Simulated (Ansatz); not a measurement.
Basis-set series for `N[SiH]([AsH2])C=O`. Charge 0, multiplicity 1. The geometry is a stationary point of PBE0-D4/def2-TZVP. It is one conformer, not always the lowest.

| functional | basis | functions | energy (Eh) | HOMO (eV) | LUMO (eV) |
| --- | --- | --- | --- | --- | --- |
| PBE0-D4 | def2-SVP | 122 | -2695.99242 | -6.46 | -1.27 |
| PBE0-D4 | def2-QZVPP | 510 | -2696.64496 | -6.69 | -1.60 |
| ωB97M-V | def2-SVP | 122 | -2696.35318 | -8.68 | 1.03 |
| ωB97M-V | def2-QZVPP | 510 | -2697.00976 | -8.92 | 0.54 |

Give the rows for def2-TZVPP. (Estimate.)

Computed: 
```csv
functional,basis,functions,energy (Eh),HOMO (eV),LUMO (eV)
PBE0-D4,def2-TZVPP,267,-2696.57696,-6.64,-1.52
ωB97M-V,def2-TZVPP,267,-2696.94404,-8.87,0.68
```

Positive LUMOs are unbound and depend on the basis. Scalar relativity is left out up to krypton.
